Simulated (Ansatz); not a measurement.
`OBCOB(F)F` + CH₃NH₂ → `CNB(F)F` + `OBCO`  (ligand exchange at a B–O bond)

Calculated with Ansatz (gas phase, PBE0-D4/def2-TZVP geometries, no zero-point term in ΔE). CCSD(T)/CBS adds triple-zeta CCSD(T) − MP2 to the extrapolated MP2 energy (def2 sets, frozen cores). DFT in def2-TZVPP. Each species was taken in one conformer, which may not be the lowest.

```tsv
level	ΔE (kcal/mol)	difference from CCSD(T)/CBS
LDA (SPW92)	1.8	-2.5
BHLYP-D4	4.4	0.1
ωB97X-V	4.0	-0.3
ωB97M-V	4.1	-0.2
B2PLYP	4.3	0.0
CAM-B3LYP	4.0	-0.3
MP2/def2-SVP	6.2	1.9
MP2/def2-TZVPP	4.4	0.1
HF/CBS(def2)	5.9	1.6
MP2/CBS(def2)	3.9	-0.4
CCSD(T)/CBS	4.3	0
```

Largest T1 diagnostic among the species: 0.013.

At CCSD(T), def2-SVP lies +2.2 kcal/mol from the extrapolated value and def2-TZVPP +0.5 kcal/mol. Leaving LDA and LC-ωPBE aside and taking each functional with its dispersion term where it has one, the values, not all of them listed here, spread over 1.9 kcal/mol, from PBE-D4 to B97M-V. LDA lies −1.0 kcal/mol from PBE without D4. In def2-TZVPP, CCSD(T) changes the Hartree–Fock value by −1.0 kcal/mol (the triples alone add +0.0 kcal/mol) and MP2 by −1.4 kcal/mol.

CCSD(T)/CBS has its own doubt, a few kJ/mol and more with outer-core shells, so smaller differences from it don't rank the levels.
